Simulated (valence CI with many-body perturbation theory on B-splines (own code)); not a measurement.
Which ion has this spectrum?

A relativistic CI+MBPT calculation for an atom or ion with 21 electrons gives these levels (cm⁻¹):

```csv
J,Parity,E,g
3/2,even,0,0.65
5/2,even,167840,1.05
3/2,even,212728,1.23
7/2,even,224264,1.07
9/2,even,233422,1.07
1/2,even,242336,1.89
5/2,even,359693,1.38
7/2,even,395669,1.07
9/2,even,417849,1.13
3/2,even,449871,1.14
1/2,even,466675,1.44
11/2,even,480106,1.08
5/2,even,493944,1.18
5/2,even,523583,1.10
```

The energies are calculated, and their last digits are not significant.

Problem. Which is it?
A. Nd39+
B. Pr38+
C. Ce37+
D. Sm41+

Solution. A. Nd39+, ground level (3d3/2^3) J=3/2.
